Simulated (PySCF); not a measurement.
**Sn²⁺ (tin, charge +2) across methods**

[Kr] 4d10 5s2, closed-shell 1S. Calculation: PySCF 2.14, in ANO-RCC-VTZP (7s6p4d2f1g, 68 functions); scalar relativity by spin-free X2C-1e.

| method | E (hartree) | mean ε 4p (eV) | mean ε 4d (eV) | mean ε 5s (eV) | Σ⟨r²⟩ (bohr²) | ⟨S²⟩ |
| --- | --- | --- | --- | --- | --- | --- |
| UHF | -6172.79426 | -127.61 | -52.990 | -28.774 | 34.98 | 0.000 |
| BLYP | -6175.72 | -106.78 | -42.883 | -26.112 | 34.66 | 0.000 |
| PBE | -6175.09 | -107.04 | -43.106 | -26.049 | 34.57 | 0.000 |
| LDA | -6169.46 | -107.00 | -43.256 | -26.493 | 34.53 | 0.000 |
| M06-L | -6175.40 | -110.08 | -43.905 | -25.878 | 34.55 | 0.000 |
| PBE0 | -6175.16 | -112.52 | -45.891 | -26.960 | 34.58 | 0.000 |
| r2SCAN | -6175.49 | -109.67 | -43.937 | -26.219 | 34.56 | 0.000 |
| PBEsol | -6172.22 | -106.93 | -43.086 | -26.115 | 34.53 | 0.000 |
